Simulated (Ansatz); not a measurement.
Basis-set series for C6H4F6O2Zn, SMILES `[CH3][Zn-]1[O]C(C(F)(F)F)=CC(C(F)(F)F)=[O+]1`. Total charge 0; spin multiplicity 1. The structure was optimised at the PBE0-D4/def2-TZVP level.

```
functional       basis  functions  energy (Eh)  HOMO (eV)  LUMO (eV)
   PBE0-D4  def2-TZVPP        554  -2759.19863      -8.19      -2.92
   PBE0-D4  def2-QZVPP       1018  -2759.29234      -8.18      -2.96
   ωB97M-V  def2-TZVPP        554  -2760.08120     -10.30      -0.81
   ωB97M-V  def2-QZVPP       1018  -2760.17003     -10.33      -0.85
```

Question: Give the rows for def2-SVP. (An estimate is asked.)

Answer: Computed: 
```json
{"functional": "PBE0-D4", "basis": "def2-SVP", "functions": "247", "energy (Eh)": "-2757.79712", "HOMO (eV)": "-8.08", "LUMO (eV)": "-2.76"}
{"functional": "ωB97M-V", "basis": "def2-SVP", "functions": "247", "energy (Eh)": "-2758.65520", "HOMO (eV)": "-10.16", "LUMO (eV)": "-0.59"}
```

Scalar relativity is left out up to krypton.
